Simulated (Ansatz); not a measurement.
Ansatz (an electronic-structure program) job for SiFCl2Br, SMILES Cl[Si](Cl)(F)Br, CAM-B3LYP/def2-SVPD. Geometry optimised at ωB97X-D3(BJ)/def2-SVP.

Ansatz 0.2 input:
```yaml
crystal:
  periodic: [false, false, false]
  atoms:
    - {symbol: F, position_ang: [-0.67328468, -1.87850084, -0.00000001]}
    - {symbol: Si, position_ang: [-0.46622677, -0.28591143, -0.00000000]}
    - {symbol: Cl, position_ang: [-1.34467590, 0.46973351, -1.66101668]}
    - {symbol: Cl, position_ang: [-1.34467592, 0.46973350, 1.66101667]}
    - {symbol: Br, position_ang: [1.66587765, 0.14109510, 0.00000001]}
basis:
  gaussian:
    orbitals: def2-SVPD
hamiltonian:
  xc: {name: CAM-B3LYP}
```

Program output:

```
WARN ansatz: RAYON_NUM_THREADS=1 ignored (pool sized by the plan → 1); use --threads N
Functional definition: CAM-B3LYP
integrals: 0.13 GiB planned
1334 factors; integrals over basis functions are off by at most 4.6e-4 eV
integrals: 0.23 GiB planned
454 factors; integrals over basis functions are off by at most 3.0e-5 eV
mean field: 1.18 GiB planned
mean field evaluation 1: about -105672.7562 eV, gradient 3.6e1 eV
mean field evaluation 2: about -105671.4202 eV, gradient 4.8e1 eV
mean field evaluation 4: about -105675.1183 eV, gradient 1.3e0 eV
mean field evaluation 8: about -105675.1346 eV, gradient 6.1e-2 eV
mean field evaluation 16: about -105675.1346 eV, gradient 4.1e-5 eV
mean field -105675.13462501 eV, -3883.4895682904 hartree, gradient 4.1e-5 eV, S^2 0.000000; 0 other end points of the search recorded, 0 dependent functions left out
reference -105675.13475397 eV, -3883.4895730294 hartree; 46, 46 occupied and 96, 96 virtual orbitals, 1334 factors
Total energy: -105675.13475397 eV, -3883.4895730294 hartree
```

The calculation finished and met its thresholds.

Cost: very roughly 7 core-seconds.
